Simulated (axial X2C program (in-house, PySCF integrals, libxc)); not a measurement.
Outer orbitals of ZrN at 1.672 Å, PBE0

Computed with an in-house all-electron X2C program for linear molecules (integrals from PySCF). Spin-free means the one-electron spin-free X2C Hamiltonian; two-component (2c) means X2C with spin–orbit coupling and atomic mean-field two-electron Coulomb and Gaunt terms, so the difference of the two also holds small scalar two-electron terms. Basis: Zr dyall-cv3z [11s12p9d6f3g], N dyall-av3z [7s7p3d2f] (cores contracted in-house); Gaussian nuclei, density fitting, unrestricted open shells. Masses: Zr 89.905 u, N 14.003 u.

The distance is close to the 2c PBE0 minimum; the highest filled and lowest empty levels are listed.

Spin-free orbitals, state M_S = 1/2, Λ = 0 (beyond evenly filled blocks: σα) (Löwdin shares):

| symmetry | occupied | ε (eV) | atomic character |
| --- | --- | --- | --- |
| σα | yes | -34.73 | 87% Zr p, 5% N p, 5% N s |
| σβ | yes | -34.54 | 86% Zr p, 5% N p, 5% N s |
| π+α | yes | -34.22 | 94% Zr p, 2% N d, 2% N f |
| π-α | yes | -34.22 | 94% Zr p, 2% N d, 2% N f |
| π-β | yes | -34.06 | 94% Zr p, 2% N d, 2% N f |
| π+β | yes | -34.06 | 94% Zr p, 2% N d, 2% N f |
| σβ | yes | -17.40 | 59% N s, 18% Zr d, 10% Zr p |
| σα | yes | -17.30 | 59% N s, 18% Zr d, 10% Zr p |
| π-β | yes | -7.41 | 57% N p, 36% Zr d, 3% Zr f |
| π+β | yes | -7.41 | 57% N p, 36% Zr d, 3% Zr f |
| π-α | yes | -7.41 | 54% N p, 39% Zr d, 2% Zr f |
| π+α | yes | -7.41 | 54% N p, 39% Zr d, 2% Zr f |
| σα | yes | -6.77 | 48% N p, 36% Zr d, 6% Zr p |
| σβ | yes | -6.72 | 52% N p, 32% Zr d, 6% Zr p |
| σα | yes | -4.94 | 60% Zr s, 14% Zr p, 14% N p |
| σβ | no | -2.65 | 62% Zr s, 12% N p, 11% Zr p |
| δ+α | no | -2.27 | 94% Zr d, 3% N d |
| δ-α | no | -2.27 | 94% Zr d, 3% N d |
| δ+β | no | -1.74 | 94% Zr d, 3% N d |
| δ-β | no | -1.74 | 94% Zr d, 3% N d |

Spinors with spin–orbit coupling (state Ω = 1/2):

```csv
ω,occupied,ε (eV),atomic character,λ mixture
1/2,yes,-33.89,"90% Zr p, 3% N p, 2% N s","53% π, 47% σ"
-1/2,yes,-33.87,"89% Zr p, 4% N p, 3% N s","58% σ, 42% π"
3/2,yes,-33.63,"94% Zr p, 3% N d, 2% N f",100% π
-3/2,yes,-33.46,"94% Zr p, 2% N d, 2% N f",100% π
-1/2,yes,-17.40,"59% N s, 18% Zr d, 10% Zr p",100% σ
1/2,yes,-17.29,"59% N s, 18% Zr d, 10% Zr p",100% σ
1/2,yes,-7.44,"57% N p, 36% Zr d, 3% Zr f",100% π
-1/2,yes,-7.43,"54% N p, 39% Zr d, 2% Zr f",100% π
-3/2,yes,-7.40,"57% N p, 36% Zr d, 3% Zr f",100% π
3/2,yes,-7.40,"54% N p, 39% Zr d, 3% Zr f",100% π
1/2,yes,-6.78,"48% N p, 36% Zr d, 6% Zr p",100% σ
-1/2,yes,-6.72,"52% N p, 33% Zr d, 6% Zr p",100% σ
1/2,yes,-4.94,"60% Zr s, 14% Zr p, 14% N p",100% σ
-1/2,no,-2.65,"62% Zr s, 12% N p, 11% Zr p",100% σ
-3/2,no,-2.31,"94% Zr d, 3% N d",100% δ
5/2,no,-2.24,"94% Zr d, 3% N d",100% δ
3/2,no,-1.79,"94% Zr d, 3% N d",100% δ
```

Mulliken charges and populations of the two-component result (they depend on the basis, above all on diffuse functions):

Zr 0.80 e (s 8.80 p 18.07 d 12.28 f 0.05), N -0.80 e (s 3.93 p 3.78 d 0.07 f 0.01). ⟨Lz⟩ = 0.00 ħ and ⟨Sz⟩ = 0.50 ħ (0.54 and -0.04 on the two atoms), which add up to Ω.

Occupations by symmetry block were frozen at the best pattern of an incomplete PBE0 search. Density functionals use the spin component along the axis (collinear). The determinant is spin-polarised beyond a pure state at some levels (its spin-free form has ⟨S²⟩ too high), which makes Re and μ there less reliable.
